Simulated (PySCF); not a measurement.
FOZr, neutral, multiplicity 2. Atoms are numbered in the order given.

```xyz
3

Zr     0.3153     0.0923     0.0000
O     -0.9092     1.3262     0.0000
F     -0.5932    -1.5890     0.0000
```
Charge 0, spin multiplicity 2.

Geometry optimised at r2SCAN-D4/def2-TZVP. The multiplicity is an assumed one; other spin states were not compared. The def2 effective core potentials stand for the cores of Zr; spin–orbit coupling is left out.

Computed with PySCF with PBE0/def2-TZVPD.

Mulliken values depend strongly on the basis, most of all with diffuse functions as here. ESP charges are fitted to the potential on shells at 1.4 to 2.0 van der Waals radii. Atomic charges (e):

| atom | ESP fit | Mulliken | Mulliken spin |
|---|---|---|---|
| Zr1 | [?] | 1.25 | 1.05 |
| O2 | [?] | -0.69 | -0.04 |
| F3 | [?] | -0.56 | 0.00 |

What belongs in the gaps? (An estimate is asked for; the answer gives what the named calculation found.)


- Zr1, ESP fit: 0.91
- O2, ESP fit: -0.54
- F3, ESP fit: -0.37
